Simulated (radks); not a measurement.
Task: Species: Ho III. Configuration: [Xe] 4f11. Calculated with a radial shooting solver on a logarithmic mesh with Libxc functionals: scalar-relativistic Kohn-Sham, SCAN, spin-polarised, spherical densities, finite nucleus; open shells are filled with parallel spins first (spin-orbit coupling, left out, can overturn this in heavy ions); meta-GGA in the generalised Kohn-Sham scheme; Fermi nuclear charge, rms radius 5.2022 fm. Some entries of the table are withheld. Estimate them.

| orbital | occ. | eigenvalue (eV) | <r^2> (bohr^2) |
|---|---|---|---|
| 1s down | 1 | -55580.56 | 0.0005883 |
| 1s up | 1 | -55580.56 | 0.0005883 |
| 2s up | 1 | -9331.699 | 0.009162 |
| 2s down | 1 | -9331.636 | 0.009161 |
| 2p up | 3 | -8264.634 | 0.007441 |
| 2p down | 3 | -8264.587 | 0.007441 |
| 3s up | 1 | -2105.727 | 0.06023 |
| 3s down | 1 | -2104.261 | 0.06017 |
| 3p up | 3 | -1777.364 | 0.06066 |
| 3p down | 3 | -1775.845 | 0.06059 |
| 3d up | 5 | -1360.671 | 0.05081 |
| 3d down | 5 | -1359.436 | 0.05073 |
| 4s up | 1 | -432.8897 | 0.3035 |
| 4s down | 1 | -429.6426 | 0.3039 |
| 4p up | 3 | -324.3065 | 0.3437 |
| 4p down | 3 | -321.0898 | 0.3444 |
| 4d up | 5 | (1) | (2) |
| 4d down | 5 | (3) | (4) |
| 5s up | 1 | -65.8874 | 1.816 |
| 5s down | 1 | -65.2398 | 1.853 |
| 5p up | 3 | (5) | 2.567 |
| 5p down | 3 | (6) | 2.602 |
| 4f up | 7 | -18.4657 | 0.9202 |
| 4f down | 4 | -15.4911 | 1.018 |

Result: 
(1) 4d up eigenvalue (eV): -177.3387
(2) 4d up <r^2> (bohr^2): 0.4128
(3) 4d down eigenvalue (eV): -174.1071
(4) 4d down <r^2> (bohr^2): 0.4147
(5) 5p up eigenvalue (eV): -40.7358
(6) 5p down eigenvalue (eV): -40.2772
